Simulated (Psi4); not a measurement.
Relaxed torsion scan: SMILES O[SiH2][SiH2]C=O (CH6O2Si2). Scanned: dihedral O1–C2–Si3–Si4 and dihedral C2–Si3–Si4–O5; all other coordinates were relaxed at GFN2-xTB. GFN2-xTB can order the conformers of Si and Ge chains otherwise than DFT does. Points at φ and −φ are mirror images.

Atom numbering (GFN2-xTB optimised geometry, Å):
```
11

O      1.3840     1.3875     0.7485
C      1.7456     0.4388     0.0882
Si     0.4984    -0.8188    -0.6773
Si    -1.5683    -0.2157     0.1712
O     -1.4833     1.3017     0.7303
H      2.8347     0.2969    -0.0752
H      1.0685    -2.1171    -0.2962
H      0.7641    -0.6781    -2.1154
H     -2.6309    -0.1625    -0.8326
H     -1.9736    -1.1108     1.2650
H     -0.6392     1.6781     0.9935
```

Computed with PBE-D3(BJ)/def2-SVP // GFN2-xTB in Psi4 1.11.

Energy in kJ/mol above the lowest grid point; x is the dihedral O1–C2–Si3–Si4 (°), y the dihedral C2–Si3–Si4–O5 (°).

| y \ x | -150 | -120 | -90 | -60 | -30 | 0 | 30 | 60 | 90 | 120 | 150 | 180 |
|---|---|---|---|---|---|---|---|---|---|---|---|---|
| 180 | 30.0 | 26.2 | 24.1 | 24.8 | 24.6 | 23.7 | 24.6 | 24.8 | 24.1 | 26.2 | 30.0 | 31.9 |
| 150 | 31.5 | 28.1 | 25.4 | 24.7 | 26.6 | 26.6 | 26.0 | 26.3 | 25.8 | 26.6 | 29.6 | 32.7 |
| 120 | 31.1 | 28.0 | 26.1 | 25.3 | 26.0 | 27.9 | 27.6 | 27.6 | 27.1 | 28.4 | 30.7 | 32.8 |
| 90 | 28.1 | 23.9 | 21.7 | 20.2 | 19.1 | 21.6 | 23.7 | 24.9 | 24.6 | 25.4 | 27.7 | 29.7 |
| 60 | 25.6 | 22.7 | 18.1 | 10.2 | 7.5 | 11.5 | 17.9 | 21.0 | 21.7 | 22.8 | 24.8 | 27.2 |
| 30 | 26.1 | 23.0 | 19.9 | 6.8 | 0.0 | 3.2 | 10.6 | 19.0 | 21.5 | 23.4 | 25.3 | 27.0 |
| 0 | 26.6 | 23.9 | 20.7 | 13.8 | 4.2 | 1.3 | 4.2 | 13.8 | 20.7 | 23.9 | 26.6 | 28.3 |
| -30 | 25.3 | 23.4 | 21.5 | 19.0 | 10.6 | 3.2 | 0.0 | 6.8 | 19.9 | 23.0 | 26.1 | 27.0 |
| -60 | 24.8 | 22.8 | 21.7 | 21.0 | 17.9 | 11.5 | 7.5 | 10.2 | 18.1 | 22.7 | 25.6 | 27.2 |
| -90 | 27.7 | 25.4 | 24.6 | 24.9 | 23.7 | 21.6 | 19.1 | 20.2 | 21.7 | 23.9 | 28.1 | 29.7 |
| -120 | 30.7 | 28.4 | 27.1 | 27.6 | 27.6 | 27.9 | 26.0 | 25.3 | 26.1 | 28.0 | 31.1 | 32.8 |
| -150 | 29.6 | 26.6 | 25.8 | 26.3 | 26.0 | 26.6 | 26.6 | 24.7 | 25.4 | 28.1 | 31.5 | 32.7 |

Points that lie below all their neighbours on the grid: x = -30, y = 30 (0.0 kJ/mol); x = 30, y = -30 (0.0 kJ/mol); x = 0, y = 180 (23.7 kJ/mol); x = -90, y = 180 (24.1 kJ/mol); x = 90, y = 180 (24.1 kJ/mol). The lowest path on the grid from the first to the second passes x = 0, y = 0 at 1.3 kJ/mol.
